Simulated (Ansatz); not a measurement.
`[SiH3][SbH][Cl]` + H₂O → `[OH][SbH][SiH3]` + HCl at 500 K and 1 bar (formal hydrolysis of the Sb–Cl bond).

Program: Ansatz. Geometries: PBE0-D4/def2-TZVP. ΔE: electronic, gas phase. CCSD(T)/CBS is the MP2 limit (def2-TZVPP, def2-QZVPP) plus CCSD(T) − MP2 in def2-TZVPP, frozen cores. This one scheme is used for every species. def2 core potentials past Kr. For Sb outer-core shells are correlated without core-valence functions, which leaves a few kJ/mol of doubt a bond. Each species was taken in one conformer, which may not be the lowest.

| species | CCSD(T)/CBS energy (Eh) | H − E (kJ/mol) | S (J/(mol·K)) |
| --- | --- | --- | --- |
| `[SiH3][SbH][Cl]` | -991.30233 | 124.5 | 394.2 |
| H₂O | -76.37941 | 73.2 | 206.3 |
| `[OH][SbH][SiH3]` | -607.27229 | 159.0 | 398.0 |
| HCl | -460.38127 | 32.5 | 201.9 |

H − E and S are ideal-gas, rigid-rotor, harmonic terms from PBE0-D4/def2-TZVP, for one conformer and one mirror image of each species. 1 Eh = 2625.50 kJ/mol, R = 8.31446 J/(mol·K).

Question: By hand: ΔE, ΔH, ΔS and ΔG.

Answer: ΔE = (-607.27229) + (-460.38127) − (-991.30233) − (-76.37941) = 0.02818 Eh = 74.0 kJ/mol. Δ(H − E) = 159.0 + 32.5 − 124.5 − 73.2 = -6.2, so ΔH = 67.8 kJ/mol. ΔS = 398.0 + 201.9 − 394.2 − 206.3 = -0.6 J/(mol·K). ΔG = 67.8 − 500 × (-0.6)/1000 = 68.1 kJ/mol.

Question: By hand: the equilibrium constant, and the temperature at which ΔG would vanish if ΔH and ΔS stayed fixed.

Answer: log₁₀ K = −ΔG/(RT ln 10) = -7.1. ΔH and −TΔS have one sign here, so there is no such temperature.

The number of gas molecules stays the same, so ΔS is small and ΔH decides. A doubt of 5 kJ/mol in ΔE shifts log₁₀ K by 0.5 here. Other conformers and mirror images would add mixing entropy, several J/(mol·K) or more a flexible species. These are equilibria of isolated gas molecules and say nothing of rates. Largest T1 diagnostic: 0.014 (customary marks: 0.02 for closed shells, 0.045 for open ones).

ΔS is within the doubt of such terms, so its sign, and with it that verdict, could turn.
